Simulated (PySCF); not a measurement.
Spectra and structures to be paired. The calculation used TDDFT PBE0/def2-SVPD, vertical, gas phase, core orbitals frozen in the response (PySCF 2.14.0, density-fitted response routines). Geometries: PBE0-D3(BJ)/def2-SVP; one conformer of each isolated species. Triplets are in the Tamm–Dancoff approximation. Relativistic effects are left out although some hold elements past zinc.

A. `C[N](C)[GeH2][SiH2]C1CC1`
B. `[SiH3][SiH2]C[SiH3]`
C. `C([SiH3])([SiH3])[SiH3]`
D. `[CH3][AlH][N]([SiH3])[SiH3]`
E. `[Ge]([Br])([Br])([Cl])[Br]`

Lowest singlet levels (six at most, fewer where fewer were computed) with oscillator strengths:

1. 165 nm (f 0.035 summed over 2 states); 157 nm (f 0.016); 156 nm (f 0.006); 155 nm (f 0.012); 155 nm (f 0.015); 153 nm (f 0.001); T1 7.12 eV
2. 264 nm (f 0.021); 231 nm (f 0.051); 223 nm (f 0.004); 219 nm (f 0.060); 208 nm (f 0.011); 197 nm (f 0.017); T1 4.35 eV
3. 268 nm (f 0.000); 259 nm (f 0.007 summed over 2 states); 232 nm (f 0.031); 231 nm (f 0.066 summed over 2 states); 212 nm (f 0.067 summed over 2 states); 173 nm (f 0.006); T1 4.28 eV
4. 211 nm (f 0.006); 208 nm (f 0.083); 202 nm (f 0.008); 180 nm (f 0.009); 180 nm (f 0.038); 178 nm (f 0.016)
5. 182 nm (f 0.020); 172 nm (f 0.021); 168 nm (f 0.032); 165 nm (f 0.022); 161 nm (f 0.225); 159 nm (f 0.035)

Question: Which spectrum belongs to which structure?

Answer: 1 = C, 2 = A, 3 = E, 4 = D, 5 = B.
- A: S1 at 4.69 eV, HOMO→LUMO (97%); Löwdin shares by element: HOMO nitrogen 50%, carbon 15% or more, germanium 8% (atoms not listed hold the other 27%); LUMO germanium 25%, silicon 21%, hydrogen 12% or more (atoms not listed hold the other 42%); HOMO -5.90 and LUMO 0.01 eV.
- B: S1 at 6.82 eV, HOMO→LUMO (95%); Löwdin shares by element: HOMO silicon 64% or more, carbon 8%, hydrogen 5% or more (atoms not listed hold the other 23%); LUMO silicon 48%, carbon 11% (atoms not listed hold the other 41%); HOMO -8.10 and LUMO -0.14 eV.
- C: S1 at 7.51 eV, HOMO-1/HOMO→LUMO (≥95%); Löwdin shares by element: HOMO (one of a set within 0.03 eV) silicon 38%, carbon 30% (atoms not listed hold the other 32%); LUMO silicon 47%, carbon 9% (atoms not listed hold the other 45%); HOMO -8.78 and LUMO -0.08 eV.
- D: S1 at 5.88 eV, HOMO-1→LUMO (92%); Löwdin shares by element: HOMO nitrogen 50%, silicon 22%, hydrogen 6% or more (atoms not listed hold the other 22%); LUMO aluminium 56%, hydrogen 12% or more, carbon 11%, nitrogen 11%; HOMO -7.72 and LUMO -0.77 eV.
- E: S1 at 4.63 eV, HOMO→LUMO (99%); Löwdin shares by element: HOMO bromine 100%; LUMO bromine 64%, germanium 20% (atoms not listed hold the other 16%); HOMO -8.88 and LUMO -2.96 eV; point group C3v, 1 of its 9 listed states under f = 0.0005.
A and E have S1 within 0.06 eV of each other; their strongest listed levels stand at 5.67 eV (f 0.060) and 5.85 eV (f 0.067).

A slash joins orbitals within 0.01 eV of each other, whose weights are summed (≥ marks a lower bound).
